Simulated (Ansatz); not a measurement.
## Cost against result

Saddle point of Si2H7ClO, closed shell (Si₂H₆O ([SiH3][O][SiH3]) + HCl → Si₂H₅ClO ([SiH3][O][SiH2][Cl]) + H₂; bonds formed: Si1–Cl8, H2–H7; bonds broken: Si1–H2, H7–Cl8), PBE0-D4/def2-TZVP structure:

Si1  (-0.768, 0.930, -0.463)
H2  (0.291, 2.075, -1.182)
O3  (-0.488, -0.651, -0.410)
Si4  (0.331, -1.796, 0.475)
H5  (-1.466, 1.078, -1.766)
H6  (-1.518, 1.646, 0.579)
H7  (0.762, 1.920, -0.437)
Cl8  (1.236, 1.259, 1.093)
H9  (0.125, -1.594, 1.926)
H10  (1.767, -1.780, 0.122)
H11  (-0.272, -3.087, 0.062)
(Å)

Barriers are electronic and count from the start structure reached by relaxing down the imaginary mode.

Ansatz 0.2.0; basis: as named in each row; cores frozen in the correlated methods. B3LYP uses VWN-RPA correlation. Extrapolation: Hartree–Fock as exp(−7.88 √X), correlation as X^−2.97.

Times are rough, for one single point on 4 threads of a shared host (AMD EPYC).

The estimate by CCSD(T) at an estimated basis limit (MP2 extrapolated from triple and quadruple zeta, plus CCSD(T) − MP2 in triple zeta) is 142.3 kJ/mol.

```csv
method,basis,time (s),barrier (kJ/mol),method less estimate
HF,STO-3G,under 1,255.2,112.9
PBE-D4,STO-3G,under 1,120.4,-21.9
SPW92,def2-SVP,1,86.4,-55.9
PBE-D4,def2-SVP,1,113.0,-29.3
B3LYP-D4,6-31G,2,164.3,22.0
PBE0-D4,def2-SVP,2,129.8,-12.4
SPW92,def2-TZVPP,3,82.7,-59.6
PBE-D4,def2-TZVPP,4,108.2,-34.1
BLYP-D4,def2-TZVPP,4,125.7,-16.6
B3LYP-D4,def2-TZVPP,6,137.4,-4.8
BHLYP-D4,def2-TZVPP,6,155.1,12.8
wB97M-V,def2-SVP,6,141.9,-0.4
PBE0-D4,def2-TZVPP,6,124.1,-18.1
CCSD(T),def2-SVP,7,179.7,37.4
r2SCAN-D4,def2-TZVPP,7,117.8,-24.5
CAM-B3LYP-D4,def2-TZVPP,7,146.7,4.5
r2SCAN0-D4,def2-TZVPP,8,129.0,-13.3
RPA on PBE,def2-TZVPP,9,158.9,16.6
B97M-V,def2-TZVPP,11,135.7,-6.6
B2PLYP,def2-TZVPP,11,145.6,3.3
PBE-QIDH,def2-TZVPP,11,137.6,-4.7
wB97X-V,def2-TZVPP,13,145.1,2.9
wB97M-V,def2-TZVPP,14,138.0,-4.3
MP2,def2-QZVPP,43,137.5,-4.8
CCSD(T),def2-TZVPP,170,152.8,10.6
```

All methods are single points on the PBE0-D4 structures.

No T1 diagnostic of these runs exceeds 0.013.

Labels in which every atom is bracketed show which atoms are joined, not bond orders.
